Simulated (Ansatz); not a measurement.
CH$_{3}$ClF$_{2}$OSi, SMILES `O[Si](F)(F)CCl`. Total charge 0; spin multiplicity 1. The geometry is a stationary point of PBE0-D4/def2-TZVP. It is one conformer, not always the lowest.

```xyz
9

O     0.508    0.517    1.702
Si    0.480    0.652    0.094
F     0.100    2.150   -0.229
F     1.904    0.383   -0.539
C    -0.746   -0.484   -0.719
Cl   -0.449   -2.144   -0.121
H     0.622   -0.355    2.082
H    -1.774   -0.221   -0.466
H    -0.646   -0.499   -1.804
```

**Question.** What is the dipole moment at PBE/def2-TZVPP? (Best estimate.)

**Answer.** The calculation gave: 1.59 D, with components (-1.21, -1.03, 0.00) D in this frame, pointing from negative to positive charge.

**Question.** And with r2SCAN, B3LYP, ωB97M-V? (Estimate.)

**Answer.** The calculation gave: r2SCAN 1.58 D, B3LYP 1.66 D, ωB97M-V 1.64 D.

**Question.** Give the Mulliken charges with PBE, B3LYP, ωB97M-V in def2-TZVPP. (An estimate is asked.)

**Answer.** Ansatz gave: 
| atom | PBE | B3LYP | ωB97M-V |
| --- | --- | --- | --- |
| O1 | -0.33 | -0.36 | -0.35 |
| Si2 | 0.74 | 0.89 | 0.86 |
| F3 | -0.26 | -0.31 | -0.30 |
| F4 | -0.26 | -0.30 | -0.29 |
| C5 | -0.22 | -0.23 | -0.30 |
| Cl6 | -0.14 | -0.16 | -0.12 |
| H7 | 0.20 | 0.20 | 0.19 |
| H8 | 0.14 | 0.14 | 0.16 |
| H9 | 0.13 | 0.14 | 0.15 |

B3LYP here is the variant with VWN-RPA as its local correlation; programs differ in this.
